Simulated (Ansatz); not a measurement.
Species: dibromo(chloro)borane, sum formula BBr2Cl, net charge 0, singlet state. 
Coordinates optimised at B3LYP-D3(BJ)/def2-TZVP (Ansatz, an electronic-structure program):
SMILES: ClB(Br)Br
```xyz
4

B     -0.0158     0.4056    -0.0030
Cl    -0.0835     2.1438    -0.0159
Br     1.6738    -0.4853    -0.0090
Br    -1.6310    -0.6139     0.0171
```

Basis-set convergence of Hartree-Fock and MP2 correlation energies (hartree) with Ansatz. Cores are frozen in the correlated levels unless marked. No spin-orbit coupling. Frozen are the shells of the preceding noble gas and the d and f shells that filled before the atom's block. No relativistic terms.

```
basis        functions        E(HF)  E(corr, MP2)
-----------  ---------  -----------  ------------
def2-SVPD          129  -5628.34594      -0.47864
def2-TZVPPD        202  -5629.14760      -0.60939
def2-QZVPPD        338  -5629.25845      -0.66809
```

Extrapolating the two largest sets (X = 3 and 4) as X^-3: E(corr) = (64·(-0.66809) - 27·(-0.60939))/37 = -0.7109 Eh, an estimate of the basis-set limit. The largest set recovers 94.0 % of it, the smallest 67.3 %.
